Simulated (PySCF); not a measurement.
Computed with PBE-D3(BJ)/def2-TZVP // PBE-D3(BJ)/def2-SVP run with PySCF. Gas-phase values, no solvent. One relaxed conformer stands for a flexible species; it need not be the lowest. 

Reference species: [Zn(NH2)2] (neutral, multiplicity 1).

```json
{
 "HOMO–LUMO gap": "4.31 eV",
 "charge on the central atom (meta-Löwdin)": "1.07 e"
}
```

Changed species: [Zn(NH2)(Br)] (1 of 2 NH2 replaced by Br; the reference has 0 of 2 NH2 replaced by Br).

**Question.** Give the shifts of the HOMO–LUMO gap and charge on the central atom (meta-Löwdin).

**Answer.** the HOMO–LUMO gap drops by 0.11 eV, to 4.20 eV; the charge on the central atom (meta-Löwdin) goes up by 0.03 e, to 1.10 e.
